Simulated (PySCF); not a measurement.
A PySCF script (with the pyscf-properties extension) for the NMR shieldings of `[Si@@H](SC)(O[SiH3])SC[SiH3]`, C2H12OS2Si3, on a GFN2-xTB geometry:

```python
import basis_set_exchange as bse
import numpy as np
from pyscf import gto, dft
from pyscf.prop import nmr

atoms = """
C    -2.603155    1.847831    0.153384
S    -0.804616    1.653674    0.310227
Si   -0.536791   -0.016090   -1.003843
O    -1.734099   -1.064183   -0.773465
Si   -2.467553   -2.226576    0.105835
S     1.325948   -0.958516   -0.622470
C     2.410962    0.506270   -0.440313
Si    4.077688   -0.035881    0.303877
H    -2.911030    2.546889    0.923846
H    -2.838982    2.246362   -0.828585
H    -3.084315    0.885816    0.298788
H    -0.704215    0.397519   -2.387362
H    -3.765322   -2.304765   -0.557061
H    -1.651074   -3.427775    0.001370
H    -2.579604   -1.750846    1.484368
H     2.526114    0.950118   -1.426540
H     1.896164    1.219848    0.198696
H     3.840647   -0.598678    1.630417
H     4.688109   -1.027592   -0.579271
H     4.909975    1.167253    0.385672
"""
names = dict.fromkeys(["C", "S", "Si", "O", "H"], "pcSseg-1")
basis = {el: gto.basis.parse(bse.get_basis(n, elements=[el], fmt="nwchem")) for el, n in names.items()}
mol = gto.M(atom=atoms, basis=basis, charge=0, verbose=0)
mf = dft.RKS(mol, xc="PBE0")
mf.grids.level = 2
mf.grids.alignment = dft.numint.BLKSIZE   # the property module wants whole blocks of grid points
mf.conv_tol = 1e-9
mf.kernel()

calc = nmr.RKS(mf)   # GIAO
C = mf.mo_coeff
Co = C[:, mf.mo_occ > 0]
resp = mf.gen_response(singlet=True, hermi=2)
def vind(x):   # induced exchange potential for any number of trial vectors
    d = np.einsum("pi,xij,qj->xpq", C, 2 * x.reshape(-1, C.shape[1], Co.shape[1]), Co, optimize=True)
    return np.einsum("xpq,pi,qj->xij", resp(d - d.transpose(0, 2, 1)), C, Co, optimize=True).ravel()
mo1, _ = nmr.rhf.solve_mo1(calc, with_cphf=vind)
sigma = calc.kernel(mo1)
for i, s in enumerate(sigma):   # ppm
    print("%2d %-2s %9.2f" % (i, mol.atom_pure_symbol(i), np.trace(s) / 3))
```

Question: What does it print?

Answer: 
```
 0 C     174.92
 1 S     653.00
 2 Si    347.90
 3 O     298.43
 4 Si    390.41
 5 S     649.20
 6 C     181.86
 7 Si    416.70
 8 H      29.49
 9 H      29.54
10 H      29.48
11 H      25.73
12 H      26.65
13 H      26.61
14 H      26.52
15 H      30.01
16 H      30.16
17 H      27.78
18 H      27.79
19 H      27.58
```

These numbers come from an equivalent density-fitted implementation of the same equations, which agrees with the script to about 0.01 ppm for H and up to a few tenths of a ppm for heavy atoms, so last digits may differ.

Question: Turn these shieldings into chemical shifts. Scale: 13C (σref 186.93), 29Si (σref 349.16), 1H (σref 31.72) vs TMS; 33S (σref 503.73) against CS2; 17O (σref 336.08) vs H2O (reference shieldings calculated alike).

Answer: Averaging equivalent atoms: C 0: 12.0; C 6: 5.1; S 5: -145; S 1: -149; Si 2: 1.3; Si 4: -41.3; Si 7: -67.5; O 3: 37.7; H 11: 5.99; H 12/13/14: 5.12; H 17/18/19: 4.00; H 8/9/10: 2.21; H 15: 1.71; H 16: 1.56 ppm. Experimental scales use liquid or dissolved standards, which lie at an offset from isolated H2O (liquid H2O: subtract about 36 ppm).

Size and cost of the density-fitted run: 231 basis functions, 55 s wall time on 1 thread of an Arm Neoverse V1, shared host; peak memory 1.1 GiB.
